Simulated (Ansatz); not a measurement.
Two members of one family (Oligo(3-methylthiophene), dithiol), computed with Ansatz in the gas phase. Binding counts from free atoms in the multiplicity of their measured ground term, without zero-point energy. Sets without diffuse functions give affinities that are too small. A dash marks a value that wasn't run or was left out as unsound. The structures are stationary points that may keep the symmetry of their start. Remarks come from the PBE and PBE0 runs and from stability tests at other levels; not every state was tested. A HOMO above zero means that the electron is unbound at that level and held by the basis, or that self-interaction error raises the level; the energy of removing that electron tells which.

First: Cc1cc(-c2sc(-c3sc(S)cc3C)cc2C)sc1S (singlet, charge 0, r2SCAN-D4/def2-SVP geometry).

```
atom   x (Å)   y (Å)   z (Å)
  C1   3.387   3.093   3.444
  C2   2.013   2.728   2.980
  C3   1.755   1.816   1.923
  C4   0.408   1.608   1.646
  C5  -0.154   0.734   0.647
  S6   0.930  -0.275  -0.284
  C7  -0.377  -0.957  -1.214
  C8  -0.110  -1.926  -2.250
  S9   1.433  -1.930  -3.070
 C10   0.955  -3.249  -4.098
 S11   2.064  -4.006  -5.231
 C12  -0.325  -3.666  -3.795
 C13  -0.944  -2.931  -2.746
 C14  -2.325  -3.227  -2.242
 C15  -1.588  -0.428  -0.789
 C16  -1.481   0.524   0.258
 C17  -2.670   1.220   0.847
 S18  -0.569   2.575   2.722
 C19   0.833   3.221   3.527
 S20   0.640   4.438   4.780
 H21   3.908   2.212   3.858
 H22   3.999   3.468   2.607
 H23   3.345   3.867   4.223
 H24   2.551   1.315   1.365
 H25   2.229  -2.944  -6.058
 H26  -0.808  -4.493  -4.321
 H27  -3.080  -2.566  -2.700
 H28  -2.391  -3.093  -1.152
 H29  -2.610  -4.261  -2.482
 H30  -2.541  -0.686  -1.252
 H31  -2.584   2.316   0.771
 H32  -3.590   0.915   0.327
 H33  -2.794   0.982   1.917
 H34   0.492   3.605   5.842
```

```
              level  HOMO (eV)  LUMO (eV)  gap (eV)  vertical IE (eV)  vertical EA (eV)  vertical triplet (eV)  binding per atom (eV)
    PBE-D4/def2-SVP      -4.71      -2.47      2.23                 –                 –                      –                   4.93
   PBE-D4/def2-TZVP      -4.79      -2.61      2.18              6.56              0.96                   1.97                   4.88
r2SCAN-D4/def2-TZVP      -4.90      -2.57      2.33                 –                 –                      –                   4.72
   PBE0-D4/def2-SVP      -5.57      -1.91      3.67                 –                 –                      –                   4.82
  PBE0-D4/def2-TZVP      -5.58      -1.99      3.59              6.76              0.89                   2.11                   4.77
```

Remarks: HOMO above zero (-1 doublet).

Second: Cc1cc(-c2sc(-c3sc(-c4sc(S)cc4C)cc3C)cc2C)sc1S (singlet, charge 0, r2SCAN-D4/def2-SVP geometry).

```xyz
44

C     2.394    2.090   -6.006
C     2.008    0.775   -5.404
C     1.426    0.637   -4.117
C     1.128   -0.670   -3.747
C     0.563   -1.119   -2.499
S     0.273    0.060   -1.240
C    -0.362   -1.144   -0.149
C    -0.802   -0.775    1.172
S    -0.149    0.650    1.938
C    -1.125    0.425    3.368
C    -1.085    1.327    4.493
S    -2.138    1.015    5.855
C    -1.600    2.444    6.685
S    -2.135    2.844    8.309
C    -0.631    3.098    5.953
C    -0.323    2.480    4.709
C     0.689    3.037    3.754
C    -1.901   -0.720    3.227
C    -1.737   -1.406    2.001
C    -2.506   -2.639    1.639
C    -0.349   -2.390   -0.762
C     0.167   -2.394   -2.082
C     0.274   -3.640   -2.907
S     1.566   -1.760   -5.041
C     2.160   -0.456   -6.030
S     2.736   -0.775   -7.660
H     2.998    1.944   -6.911
H     2.966    2.696   -5.286
H     1.500    2.674   -6.285
H     1.230    1.489   -3.461
H    -3.445    3.049    8.022
H    -0.157    4.017    6.302
H     0.233    3.322    2.791
H     1.162    3.935    4.179
H     1.487    2.310    3.530
H    -2.597   -1.055    4.001
H    -3.410   -2.728    2.260
H    -1.909   -3.554    1.796
H    -2.812   -2.626    0.581
H    -0.668   -3.302   -0.256
H    -0.144   -4.498   -2.363
H    -0.268   -3.548   -3.864
H     1.323   -3.877   -3.157
H     3.972   -1.241   -7.340
```

Task: Estimate the same table for the second.

Result: 
```csv
level,HOMO (eV),LUMO (eV),gap (eV),vertical IE (eV),vertical EA (eV),vertical triplet (eV),binding per atom (eV)
PBE-D4/def2-SVP,-4.50,-2.58,1.92,–,–,–,5.01
PBE-D4/def2-TZVP,-4.57,-2.70,1.87,6.15,1.24,1.71,4.95
r2SCAN-D4/def2-TZVP,-4.68,-2.67,2.01,–,–,–,4.79
PBE0-D4/def2-SVP,-5.32,-2.05,3.26,–,–,–,4.89
PBE0-D4/def2-TZVP,-5.32,-2.12,3.19,6.37,1.15,1.91,4.84
```

Remarks: HOMO above zero (-1 doublet).
